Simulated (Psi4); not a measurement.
C$_{2}$H, doublet (typed; the unrestricted solution is spin-contaminated), geometry from GFN2-xTB. Base run: CCSD/def2-SVP run with Psi4.

Input for Psi4:
```
memory 2 GB

molecule {
0 2
C    -0.00000000   -0.00000000   -0.72327392
C     0.00000000    0.00000000    0.46866225
H     0.00000000    0.00000000    1.52766999
}

set {
  basis def2-svp
  reference uhf
}

energy('ccsd')
print_variables()
```

The base run was repeated with changes; each row names its change, and settings that it needs were set with it.

```
change            ΔE vs base (kcal/mol)  MP2 correlation (Eh)  CC correlation without the perturbative part (Eh)  basis functions
----------------  ---------------------  --------------------  -------------------------------------------------  ---------------
base                              0.000              -0.20167                                           -0.23589               33
method = mp2                          ?              -0.20163                                                  -               33
method = mp3                      11.92              -0.20163                                                  -               33
method = mp2.5                    16.72              -0.20163                                                  -               33
freeze_core = on                      ?                     ?                                                  ?               33
cc_type = df                     -0.035              -0.20163                                           -0.23598               33
method = scs-mp2                      ?              -0.20167                                                  -               33
method = omp2                      8.89              -0.20163                                                  -               33
method = ccsd(t)                  -6.16              -0.20167                                           -0.23589               33
puream = on                       0.000              -0.20167                                           -0.23589               33
```

Complete the blanks.


- method = mp2, ΔE vs base (kcal/mol): 21.52
- freeze_core = on, ΔE vs base (kcal/mol): 3.05
- freeze_core = on, MP2 correlation (Eh): -0.19650
- freeze_core = on, CC correlation without the perturbative part (Eh): -0.23102
- method = scs-mp2, ΔE vs base (kcal/mol): 25.65

Open shells are given as the SCF converged; they aren't shown to be the lowest states, and a large step between rows can be another state.
